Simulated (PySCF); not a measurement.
**Electron correlation in Au⁺ (gold, charge +1)**

[Xe] 4f14 5d9 6p1, one real determinant (an excited configuration). Computed with PySCF 2.14 in aug-cc-pVTZ-PP with ECP60MDF (6s6p5d3f2g, 88 functions), with a scalar-relativistic core potential. Frozen: 5s2 5p6; 10 electrons correlated.

| level | correlation energy (mhartree) |
| --- | --- |
| CCSD | -285.50 |
| (T) | -11.81 |
| CCSD(T) | -297.31 |

Diagnostics: T1 = 0.013, D1 = 0.0523, largest double amplitude 0.048.

The real determinant used has ⟨L²⟩ near 8 against 12 for a pure F term, so it mixes terms. Spin-orbit coupling, absent here, splits the open shell strongly.

Cost of the coupled-cluster step: about 40 core-seconds, for 10 correlated electrons.

The reference is one real determinant that mixes LS terms of this configuration.
